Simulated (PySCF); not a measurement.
PBEsol on Tl (thallium, neutral), [Xe] 4f14 5d10 6s2 6d1, 2D determinant (an excited configuration). Computed with PySCF 2.14 in aug-cc-pwCVDZ-PP with ECP60MDF (6s5p4d1f, 48 functions), with scalar relativity through the core potential.

```
cycle= 1 E= -172.187368817801  delta_E= -0.0137  |g|= 0.0639  |ddm|= 0.809
cycle= 2 E= -172.187324258453  delta_E= 4.46e-05  |g|= 0.0645  |ddm|= 0.277
cycle= 3 E= -172.188450180191  delta_E= -0.00113  |g|= 0.000348  |ddm|= 0.148
cycle= 4 E= -172.188450249838  delta_E= -6.96e-08  |g|= 7.74e-05  |ddm|= 0.00174
cycle= 5 E= -172.188450252188  delta_E= -2.35e-09  |g|= 3.43e-06  |ddm|= 0.00025
cycle= 6 E= -172.188450252196  delta_E= -8.27e-12  |g|= 4.16e-08  |ddm|= 1.61e-05
converged SCF energy = -172.188450252196  <S^2> = 0.75007839  2S+1 = 2.0000784
```

Highest occupied orbital energy: 0.027 eV; ⟨L²⟩ = 6.00; populations by l: s 4.00, p 6.00, d 11.00, f 0.00.

**Question.** Can this result be used?

**Answer.** Not for this state. The calculation finished and met its thresholds. Energies and moments cover only the electrons outside the core potential. Spin-orbit coupling, absent here, splits the open shell strongly. The outer electron is Rydberg-like, and this basis confines it to a smaller radius and binds it less than a complete one would. At PBEsol the highest occupied level has a positive energy, so only the finite basis holds that electron; for this excited configuration the basis is too tight for the outer shell.
